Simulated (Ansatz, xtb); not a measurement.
Ranking isomers of CH4Cl2Ge

3 gas-phase structures of CH4Cl2Ge, found in a search over its isomers (lower ones may exist). Each was relaxed with GFN2-xTB:

A. `[CH3][GeH]([Cl])[Cl]`, a singlet
B. `Cl[CH](Cl)[GeH3]`, a singlet
C. `Cl[CH2][GeH2][Cl]`, a singlet

**Question.** Which do you expect lowest at r2SCAN-D4/def2-SVP, and how would the others follow?

**Answer.** Calculated order at r2SCAN-D4/def2-SVP: A (0.0), C (170.0), B (312.3) kJ/mol.

Energies above the lowest of each column, in kJ/mol; the last columns are at B3LYP-D3(BJ)/def2-SVP geometries:

```csv
structure,GFN2-xTB,HF/STO-3G,r2SCAN-D4/def2-SVP,B3LYP-D3(BJ)/def2-SVP,CCSD(T)/def2-SVP + ΔMP2/def2-TZVPP
A,0.0,0.0,0.0,0.0,0.0
C,160.2,179.3,170.0,162.6,162.8
B,300.6,345.7,312.3,304.3,308.5
```

Every level run on A puts it lowest or level with the lowest. Flexible structures stand in one conformer each, not always the lowest. ΔMP2 is the change of the MP2 energy from the smaller to the larger basis.

Programs: Ansatz 0.2.0, xtb 6.7.1.
